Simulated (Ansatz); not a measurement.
CH5NSeSi can be A, `C=N[SiH2][SeH]`, or B, `N=C([SiH3])[SeH]`.

Isolated molecules relaxed with PBE0-D4/def2-TZVP in Ansatz; ΔE leaves out vibrations. CCSD(T)/CBS is the MP2 limit (def2-TZVPP, def2-QZVPP) plus CCSD(T) − MP2 in def2-TZVPP, frozen cores. DFT in def2-TZVPP. B3LYP here is the variant with VWN-RPA as its local correlation; programs differ in this. For Se outer-core shells are correlated without core-valence functions, which leaves a few kJ/mol of doubt a bond. Scalar relativity is left out up to krypton. Each species was taken in one conformer, which may not be the lowest.

A:

Z-matrix (Å, degrees):
```
Si
N 1 1.734
Se 1 2.289 2 115.9
H 1 1.480 2 107.0 3 -122.6
H 1 1.481 2 107.7 3 117.4
C 2 1.257 1 126.6 3 -0.2
H 3 1.469 1 92.8 2 -78.1
H 6 1.101 2 123.7 1 0.2
H 6 1.096 2 120.1 1 -179.7
```

B:

Z-matrix (Å, degrees):
```
Si
C 1 1.893
H 1 1.484 2 109.6
H 1 1.484 2 109.6 3 -119.9
H 1 1.486 2 107.2 3 120.1
Se 2 1.922 1 117.1 3 59.7
N 2 1.265 1 126.7 3 -120.3
H 6 1.470 2 94.8 1 -0.2
H 7 1.020 2 111.5 1 0.0
```

(1) Which is lower in electronic energy at CCSD(T)/CBS, and by how much? (An estimate is asked.)

(2) Give E(B) − E(A) in kJ/mol with B3LYP-D4, ωB97M-V, PBE-D4, HF/def2-TZVPP, B2PLYP, PBE0-D4, r2SCAN-D4. (Estimate.)

Largest T1 diagnostic: 0.012.

Results:

(1) The calculation gave: A, by 137.0 kJ/mol.

(2) Computed: B3LYP-D4 131.5, ωB97M-V 137.1, PBE-D4 120.8, HF/def2-TZVPP 156.9, B2PLYP 134.8, PBE0-D4 132.1, r2SCAN-D4 130.0. None reverses the order clearly.

From PBE to PBE0 (25 % exact exchange), in def2-TZVPP and without D4, E(B) − E(A) moves by +11.1 kJ/mol. In def2-TZVPP, CCSD(T) changes the Hartree–Fock value by −25.0 kJ/mol (the triples alone add −4.5 kJ/mol) and MP2 by −21.3 kJ/mol.
